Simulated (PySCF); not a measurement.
# C3H5F2OSi: g tensor and hyperfine couplings

C₃H₅F₂OSi (doublet state).
Atom-mapped SMILES: `[CH2:1]=[CH:2][O:3][SiH:4][CH:5]([F:6])[F:7]` (hydrogens: H8, H9 on C1; H10 on C2; H11 on Si4; H12 on C5)

Geometry (GFN2-xTB, Å), atoms numbered from 1 in this order:
```xyz
12
C3H5F2OSi angstrom
C      2.511   -0.257   -0.138
C      1.620    0.716   -0.069
O      0.311    0.560    0.192
Si    -0.638   -0.740    0.444
C     -2.347    0.140    0.646
F     -2.857    0.464   -0.579
F     -3.260   -0.698    1.208
H      3.542   -0.047   -0.347
H      2.231   -1.283    0.029
H      1.880    1.757   -0.217
H     -0.649   -1.674   -0.675
H     -2.343    1.062    1.243
```

The hyperfine couplings belong to this conformer and change with its torsions.

Theory: UKS B3LYP, pcH-1 on C F H O Si, non-relativistic, mean-field spin-orbit, GIAO (PySCF 2.14.0). Isolated species at its GFN2-xTB geometry (one conformer only). The geometry wasn't refined by DFT: couplings that depend on bond lengths, twists or pyramidal angles can differ widely from those at the functional's own minimum, by a factor of two or more for some ions and for spin on atoms past the first row. Stability of the SCF solution: not tested.

```
g1, g2, g3                      : 2.00139, 2.00222, 2.00308
g_iso                           : 2.00223
Form of g                       : rhombic: the two nearest values differ by 49 % of g3 − g1
⟨S²⟩                            : 0.7515 (exact 0.7500)
α and β electrons               : 32, 31
HOMO–LUMO gap, α and β orbitals : 5.95, 4.12 eV
Basis functions                 : 235
```

Hyperfine couplings atom by atom, in MHz; T1 to T3 are the principal values of the dipolar part; ρ(0) is the spin density at the nucleus:

| atom | isotope | a_iso | of which spin–orbit | T1 | T2 | T3 | Mulliken spin population | ρ(0) (bohr⁻³) |
| --- | --- | --- | --- | --- | --- | --- | --- | --- |
| C1 | 13C | 2.2 | 0.0 | -3.3 | -2.0 | 5.3 | 0.04 | 0.0019 |
| C2 | 13C | -4.0 | 0.0 | -3.0 | 0.6 | 2.4 | -0.02 | -0.0035 |
| O3 | 17O | -13.6 | -0.1 | -33.1 | 15.8 | 17.3 | 0.06 | 0.0224 |
| Si4 | 29Si | -553.8 | 1.0 | -155.8 | 77.1 | 78.6 | 0.82 | 0.6243 |
| C5 | 13C | 67.1 | 0.0 | -5.7 | -5.2 | 10.9 | 0.03 | 0.0597 |
| F6 | 19F | 110.3 | 0.4 | -63.0 | -57.6 | 120.6 | 0.02 | 0.0261 |
| F7 | 19F | -3.2 | -0.1 | -9.4 | -3.8 | 13.2 | 0.00 | -0.0007 |
| H8 | 1H | -2.4 | 0.0 | -2.2 | -0.9 | 3.1 | 0.00 | -0.0005 |
| H9 | 1H | -1.1 | 0.0 | -3.5 | -1.3 | 4.8 | 0.00 | -0.0002 |
| H10 | 1H | 5.4 | 0.0 | -1.9 | -1.2 | 3.2 | 0.00 | 0.0012 |
| H11 | 1H | 121.7 | 0.0 | -8.0 | 0.2 | 7.8 | 0.05 | 0.0272 |
| H12 | 1H | -2.8 | 0.0 | -3.6 | -2.3 | 5.8 | 0.00 | -0.0006 |

The largest Mulliken spin population is on Si4 (+0.82). The angles at Si4 add up to 324.5°, so it is pyramidal.

Under fast tumbling the dipolar parts average out, and these isotropic splittings remain: 1 × 1H (H11, I = 1/2, 2 lines) with 4.34 mT, 2 × 19F (F6/F7, I = 1/2, 3 lines) with 1.91 mT, 1 × 1H (H10, I = 1/2, 2 lines) with 0.19 mT, 1 × 1H (H12, I = 1/2, 2 lines) with 0.10 mT, 1 × 1H (H8, I = 1/2, 2 lines) with 0.08 mT and 1 × 1H (H9, I = 1/2, 2 lines) with 0.04 mT.

Means are taken over nuclei equivalent by connectivity, which assumes that they swap fast. The 19F value of +53.5 MHz is a mean of couplings from -3.2 to 110.3 MHz in this one geometry, not an average over conformers.

The 13C coupling of C5 (67.1 MHz) shows only in satellite lines or after enrichment, since that isotope makes up about 1.07 % of natural carbon.

The 29Si coupling of Si4 (-553.8 MHz) shows only in satellite lines or after enrichment, since that isotope makes up about 4.7 % of natural silicon.

β density exceeds α density at some nuclei, such as C2 (-0.0035), spin density in bohr⁻³. In a single determinant that takes different orbitals for the two spins, that is spin polarisation.
